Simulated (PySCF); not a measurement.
# How the method changes the shape and vibrations of Al2BH3N

Calculated results; nothing here was measured. The program is PySCF 2.14.0, an open-source quantum chemistry code, run on an isolated molecule that a program drew, which may never have been made. The molecule is Al2BH3N (charge 0, doublet), drawn as the SMILES string `[AlH][B]=[N][AlH2]`.

The geometry was optimised and harmonic frequencies were computed with HF and MP2, all in the cc-pV(D+d)Z basis, for the commonest isotopes, with a restricted reference for singlets and an unrestricted one otherwise, and a frozen core in MP2. Each result is a local minimum of its method.

Geometry at the HF minimum:
```xyz
7
Al2BH3N, angstrom
Al    0.5781    1.2595    3.1734
B    -0.2629    1.2110    1.2142
N    -0.7831    1.1327    0.0754
Al   -1.5064    1.0399   -1.5384
H     1.5089    2.4796    3.5732
H    -0.7295    0.3088   -2.7009
H    -2.9220    1.6870   -1.7976
```

Lengths of the bonds as drawn, in Å (atoms numbered as above):
```
  bond     HF    MP2
Al1-B2  2.133  2.113
 B2-N3  1.254  1.284
N3-Al4  1.771  1.800
Al1-H5  1.586  1.587
Al4-H6  1.578  1.575
Al4-H7  1.578  1.575
```

Rotational constants, in GHz:
```
constant     HF    MP2
       A  90.21  89.97
       B  1.248   1.23
       C  1.242  1.224
```

Harmonic frequencies in cm^-1, each column in rising order, so a row needn't be the same motion in every method:
| rank | HF | MP2 |
|---|---|---|
| 1 | 81 | 72 |
| 2 | 82 | 77 |
| 3 | 85 | 99 |
| 4 | 280 | 239 |
| 5 | 281 | 242 |
| 6 | 360 | 352 |
| 7 | 606 | 572 |
| 8 | 611 | 581 |
| 9 | 671 | 642 |
| 10 | 765 | 719 |
| 11 | 857 | 814 |
| 12 | 1951 | 1854 |
| 13 | 1989 | ? |
| 14 | 1999 | 1988 |
| 15 | 2025 | 1992 |

**Estimate the missing MP2 frequency from the HF column.**

A single factor s that minimises the squared misfit of MP2 against s times HF over the other rows is sum(HF x MP2) / sum(HF^2) = 0.9705, with an rms misfit of 24 cm^-1. For rank 13 it gives 0.9705 x 1989 = 1930 cm^-1. The calculation gives 1929 cm^-1, 1 cm^-1 below the estimate. The drawn bonds are on average 0.5 % longer in MP2 than in HF.
